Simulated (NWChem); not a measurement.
System: ZnCl₂; SMILES [Cl][Zn][Cl]

The following NWChem deck was run.

```
start job
memory heap 200 mb stack 900 mb global 1100 mb
geometry units angstroms noautosym nocenter noautoz
  Zn     0.000000     0.000000    -0.114476
  Cl     2.097028     0.000000    -0.114558
  Cl    -2.097028     0.000000    -0.114558
end
basis spherical
  * library def2-svpd
end
dft
  xc hfexch
  iterations 150
end
tddft
  cis
  nroots 6
  notriplet
end
task tddft energy
```

Output (shortened):

```
             Northwest Computational Chemistry Package (NWChem) 7.3.0
             --------------------------------------------------------

                             Geometry "geometry" -> ""
                             -------------------------

 Output coordinates in angstroms (scale by  1.889725989 to convert to a.u.)

  No.       Tag          Charge          X              Y              Z
 ---- ---------------- ---------- -------------- -------------- --------------
    1 Zn                  30.0000     0.00000000     0.00000000    -0.11447600
    2 Cl                  17.0000     2.09702800     0.00000000    -0.11455800
    3 Cl                  17.0000    -2.09702800     0.00000000    -0.11455800

 Effective nuclear repulsion energy (a.u.)     293.8572618236

  xc_inp: hfexch multiplicative factor not found.

                                 NWChem DFT Module
                                 -----------------

 Summary of "ao basis" -> "ao basis" (spherical)
 ------------------------------------------------------------------------------
       Tag                 Description            Shells   Functions and Types
 ---------------- ------------------------------  ------  ---------------------
 Zn                        def2-svpd                12       34   5s4p2d1f
 Cl                        def2-svpd                11       27   5s4p2d

            General Information
            -------------------
          SCF calculation type: DFT
          Wavefunction type:  closed shell.
          No. of atoms     :     3
          No. of electrons :    64
           Alpha electrons :    32
            Beta electrons :    32
          Charge           :     0
          Spin multiplicity:     1
          Use of symmetry is: off; symmetry adaption is: off
          Maximum number of iterations: 150
          AO basis - number of functions:    88
                     number of shells:    34
          Convergence on energy requested:  1.00D-06
          Convergence on density requested:  1.00D-05
          Convergence on gradient requested:  5.00D-04

              XC Information
              --------------
                     Hartree-Fock (Exact) Exchange  1.000

      Superposition of Atomic Density Guess
      -------------------------------------

 Sum of atomic energies:       -2696.22079676

      Non-variational initial energy
      ------------------------------

 Total energy =   -2696.617374
 1-e energy   =   -4340.066896
 2-e energy   =    1349.592260
 HOMO         =      -0.446857
 LUMO         =      -0.054746

   convergence    iter        energy       DeltaE   RMS-Dens  Diis-err
 ---------------- ----- ----------------- --------- --------- ---------
 d= 0,ls=0.0,diis     1  -2696.3725813516 -2.99D+03  7.51D-03  2.51D-01
 d= 0,ls=0.0,diis     2  -2696.4058689035 -3.33D-02  2.35D-03  9.11D-02
 d= 0,ls=0.0,diis     3  -2696.4141144228 -8.25D-03  6.21D-04  3.11D-03
 d= 0,ls=0.0,diis     4  -2696.4145257611 -4.11D-04  3.15D-04  2.50D-04
 d= 0,ls=0.0,diis     5  -2696.4145978625 -7.21D-05  8.01D-05  1.14D-05
  Resetting Diis
 d= 0,ls=0.0,diis     6  -2696.4146024735 -4.61D-06  1.57D-05  6.12D-07
 d= 0,ls=0.0,diis     7  -2696.4146027022 -2.29D-07  3.28D-06  4.28D-08

         Total DFT energy =    -2696.414602702229
      One electron energy =    -4338.601818304872
           Coulomb energy =     1473.215540115349
    Exchange-Corr. energy =     -124.885586336339
 Nuclear repulsion energy =      293.857261823633

 Numeric. integr. density =        0.000000000000

                       DFT Final Molecular Orbital Analysis
                       ------------------------------------

 Vector   30  Occ=2.000000D+00  E=-4.737270D-01
              MO Center= -4.7D-12,  2.7D-12, -1.1D-01, r^2= 5.3D+00
   Bfn.  Coefficient  Atom+Function         Bfn.  Coefficient  Atom+Function
  ----- ------------  ---------------      ----- ------------  ---------------
    47      0.431813  2 Cl py                74      0.431813  3 Cl py
    44      0.318482  2 Cl py                71      0.318482  3 Cl py
    41      0.184188  2 Cl py                68      0.184188  3 Cl py
    13      0.090858  1 Zn py                50      0.066159  2 Cl py
    77      0.066159  3 Cl py                10     -0.051708  1 Zn py

[...]

                                NWChem TDDFT Module
                                -------------------

            General Information
            -------------------
           No. of orbitals :     176
            Alpha orbitals :      88
             Beta orbitals :      88
        Alpha frozen cores :       0
         Beta frozen cores :       0
     Alpha frozen virtuals :       0
      Beta frozen virtuals :       0
         Spin multiplicity :       1
    Number of AO functions :      88
        Use of symmetry is : off
      Symmetry adaption is : off
         Schwarz screening :  0.10D-07

              XC Information
              --------------
              Hartree-Fock (Exact) Exchange   1.00

             TDDFT Information
             -----------------
          Calculation type : CIS
         Wavefunction type : Restricted singlets
          No. of electrons :      64
           Alpha electrons :      32
            Beta electrons :      32
              No. of roots :       6
          Max subspacesize :    5200
            Max iterations :     100
               Target root :       1
           Target symmetry : none
      Symmetry restriction : off
                 Algorithm : Optimal
        Davidson threshold :  0.10D-03

    6 smallest eigenvalue differences (eV)
--------------------------------------------------------
  No. Spin  Occ  Vir  Irrep   E(Occ)    E(Vir)   E(Diff)
--------------------------------------------------------
    1    1   32   33 a        -0.459     0.028    13.242
    2    1   31   33 a        -0.459     0.028    13.242
    3    1   30   33 a        -0.474     0.028    13.654
    4    1   29   33 a        -0.474     0.028    13.654
    5    1   32   34 a        -0.459     0.065    14.254
    6    1   31   34 a        -0.459     0.065    14.254
--------------------------------------------------------

  Entering Davidson iterations
  Restricted singlet excited states

  Iter   NTrls   NConv    DeltaV     DeltaE      Time
  ----  ------  ------  ---------  ---------  ---------
    1      6       0     0.76E-01   0.10+100        2.7
    2     12       0     0.70E-01   0.29E-01        2.6
    3     18       0     0.26E-01   0.76E-02        2.6
    4     24       0     0.26E-01   0.16E-02        2.7
    5     30       0     0.98E-02   0.50E-03        2.7
    6     36       0     0.11E-01   0.20E-03        2.6
    7     42       0     0.29E-01   0.55E-03        2.7
    8     48       4     0.25E-01   0.21E-02        2.6
    9     50       4     0.96E-02   0.35E-03        2.6
   10     52       4     0.39E-02   0.28E-04        2.6
   11     54       5     0.75E-03   0.37E-05        2.6
   12     55       5     0.22E-03   0.36E-06        2.5
   13     56       6     0.83E-04   0.23E-07        2.5
  ----  ------  ------  ---------  ---------  ---------
  Convergence criterion met

  Ground state a       -2696.414602702229 a.u.

  ----------------------------------------------------------------------------
  Root   1 singlet a              0.273960529 a.u.                7.4548 eV
  ----------------------------------------------------------------------------
     Transition Moments    X -0.00001   Y -0.00000   Z  0.00000
     Dipole Oscillator Strength                    0.0000000000
     Electric Quadrupole                           0.0000006771
     Magnetic Dipole                               0.0000023520
     Total Oscillator Strength                     0.0000030291

     Occ.   29  a   ---  Virt.   36  a       -0.15219
     Occ.   29  a   ---  Virt.   43  a       -0.06183
     Occ.   29  a   ---  Virt.   47  a       -0.11006
     Occ.   29  a   ---  Virt.   54  a       -0.08297
     Occ.   29  a   ---  Virt.   58  a       -0.06404
     Occ.   32  a   ---  Virt.   33  a       -0.91647
     Occ.   32  a   ---  Virt.   37  a        0.23179
     Occ.   32  a   ---  Virt.   42  a        0.21843
  ----------------------------------------------------------------------------
  Root   2 singlet a              0.273960530 a.u.                7.4548 eV
  ----------------------------------------------------------------------------
     Transition Moments    X  0.00000   Y  0.00000   Z -0.00000
     Dipole Oscillator Strength                    0.0000000000
     Electric Quadrupole                           0.0000006771
     Magnetic Dipole                               0.0000023520
     Total Oscillator Strength                     0.0000030291

     Occ.   30  a   ---  Virt.   36  a       -0.15219
     Occ.   30  a   ---  Virt.   43  a       -0.06183
     Occ.   30  a   ---  Virt.   47  a       -0.11006
     Occ.   30  a   ---  Virt.   54  a       -0.08297
     Occ.   30  a   ---  Virt.   58  a       -0.06404
     Occ.   31  a   ---  Virt.   33  a       -0.91647
     Occ.   31  a   ---  Virt.   37  a        0.23179
     Occ.   31  a   ---  Virt.   42  a        0.21843
  ----------------------------------------------------------------------------
  Root   3 singlet a              0.291995612 a.u.                7.9456 eV
  ----------------------------------------------------------------------------
     Transition Moments    X -0.00000   Y  0.82112   Z  0.00000
     Dipole Oscillator Strength                    0.1312490913
     Electric Quadrupole                           0.0000000042
     Magnetic Dipole                               0.0000000062
     Total Oscillator Strength                     0.1312491017

[...]
```

Level: Hartree-Fock/def2-SVPD, CIS. All runs use the structure optimised with PBE0/def2-SVP.
